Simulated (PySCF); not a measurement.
A PySCF script (with the pyscf-properties extension) for the NMR shieldings of `C1[C@H](F)CO[SiH2]1`, C₃H₇FOSi, on a GFN2-xTB geometry:

```python
import basis_set_exchange as bse
import numpy as np
from pyscf import gto, dft
from pyscf.prop import nmr

atoms = """
F    -1.848503   -1.033053   -0.967036
C    -0.938853   -0.569550   -0.038680
C    -0.981616    0.964110   -0.002975
O     0.213937    1.437318    0.553156
Si    1.485183    0.410889    0.443370
C     0.483243   -0.989594   -0.374427
H    -1.254035   -0.980627    0.927447
H    -1.090189    1.342185   -1.025957
H    -1.815205    1.334605    0.598911
H     1.944969    0.096266    1.790720
H     2.505183    0.969252   -0.435609
H     0.602648   -0.982733   -1.458000
H     0.688851   -1.998581   -0.028647
"""
names = dict.fromkeys(["F", "C", "O", "Si", "H"], "pcSseg-1")
basis = {el: gto.basis.parse(bse.get_basis(n, elements=[el], fmt="nwchem")) for el, n in names.items()}
mol = gto.M(atom=atoms, basis=basis, charge=0, verbose=0)
mf = dft.RKS(mol, xc="PBE0")
mf.grids.level = 2
mf.grids.alignment = dft.numint.BLKSIZE   # the property module wants whole blocks of grid points
mf.conv_tol = 1e-9
mf.kernel()

calc = nmr.RKS(mf)   # GIAO
C = mf.mo_coeff
Co = C[:, mf.mo_occ > 0]
resp = mf.gen_response(singlet=True, hermi=2)
def vind(x):   # induced exchange potential for any number of trial vectors
    d = np.einsum("pi,xij,qj->xpq", C, 2 * x.reshape(-1, C.shape[1], Co.shape[1]), Co, optimize=True)
    return np.einsum("xpq,pi,qj->xij", resp(d - d.transpose(0, 2, 1)), C, Co, optimize=True).ravel()
mo1, _ = nmr.rhf.solve_mo1(calc, with_cphf=vind)
sigma = calc.kernel(mo1)
for i, s in enumerate(sigma):   # ppm
    w = np.linalg.eigvalsh((s + s.T) / 2)
    print("%2d %-2s iso %8.1f  s11 %8.1f  s22 %8.1f  s33 %8.1f" % (i, mol.atom_pure_symbol(i), w.mean(), *w))
```

Task: What does it print?

Result: 
```
 0 F  iso    388.0  s11    349.8  s22    390.3  s33    424.0
 1 C  iso     92.2  s11     45.4  s22     81.5  s33    149.6
 2 C  iso    113.1  s11     78.5  s22    105.8  s33    155.1
 3 O  iso    318.5  s11    275.5  s22    289.7  s33    390.1
 4 Si iso    348.7  s11    290.1  s22    331.4  s33    424.5
 5 C  iso    167.0  s11    140.8  s22    165.2  s33    194.9
 6 H  iso     26.4  s11     23.5  s22     26.3  s33     29.3
 7 H  iso     27.8  s11     23.8  s22     26.9  s33     32.7
 8 H  iso     27.2  s11     23.1  s22     26.6  s33     32.0
 9 H  iso     26.6  s11     23.3  s22     24.2  s33     32.4
10 H  iso     26.5  s11     23.3  s22     24.1  s33     32.1
11 H  iso     30.1  s11     26.7  s22     28.0  s33     35.8
12 H  iso     30.2  s11     26.4  s22     27.5  s33     36.6
```

These numbers come from an equivalent density-fitted implementation of the same equations, which agrees with the script to about 0.01 ppm for H and up to a few tenths of a ppm for heavy atoms, so last digits may differ.

Task: Turn these shieldings into chemical shifts. Chemical shifts δ = σref − σ; CFCl3 for 19F (σref 170.95); TMS for 13C (σref 186.93), 29Si (σref 349.16), 1H (σref 31.72); H2O for 17O (σref 336.08), all at this level.

Result: Averaging equivalent atoms: F 0: -217.1; C 1: 94.8; C 2: 73.8; C 5: 19.9; O 3: 17.6; Si 4: 0.5; H 6: 5.35; H 10: 5.22; H 9: 5.09; H 8: 4.52; H 7: 3.89; H 11: 1.58; H 12: 1.54 ppm. Unscaled 19F shifts against computed CFCl3 carry errors that often reach 10 to 50 ppm. Experimental scales use liquid or dissolved standards, which lie at an offset from isolated H2O (liquid H2O: subtract about 36 ppm).

Size and cost of the density-fitted run: 144 basis functions, 12 s wall time on 1 thread of an Arm Neoverse V2, shared host; peak memory 0.65 GiB.
